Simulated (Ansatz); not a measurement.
Two isomers of C2H5BOSe: A = `CB(O)C=[Se]`, B = `C=CB(O)[SeH]`.

Isolated molecules relaxed with PBE0-D4/def2-TZVP in Ansatz; ΔE leaves out vibrations. CBS: MP2 limit from def2 TZ/QZ plus the TZ coupled-cluster correction, frozen cores. Functionals use def2-TZVPP. B3LYP here is the variant with VWN-RPA as its local correlation; programs differ in this. For Se outer-core shells are correlated without core-valence functions, which leaves a few kJ/mol of doubt a bond. Scalar relativity is left out up to krypton. One conformer a species, not always the lowest.

Problem. Which isomer does CCSD(T)/CBS put lower? Give the gap. (Estimate.)

Solution. Ansatz gave: B, by 49.3 kJ/mol.

Problem. Give E(B) − E(A) in kJ/mol with HF/def2-TZVPP, r2SCAN-D4, B3LYP, MP2/def2-TZVPP, PBE0-D4, PBE-D4, B3LYP-D4. (Best estimate.)

Solution. Computed: HF/def2-TZVPP -71.2, r2SCAN-D4 -54.4, B3LYP -51.2, MP2/def2-TZVPP -48.3, PBE0-D4 -54.9, PBE-D4 -48.6, B3LYP-D4 -53.5. None reverses the order clearly.

Largest T1 diagnostic: 0.014.

In def2-TZVPP, CCSD(T) changes the Hartree–Fock value by +21.6 kJ/mol (the triples alone add +4.9 kJ/mol) and MP2 by +22.9 kJ/mol. From PBE to PBE0 (25 % exact exchange), in def2-TZVPP and without D4, E(B) − E(A) moves by −6.5 kJ/mol.
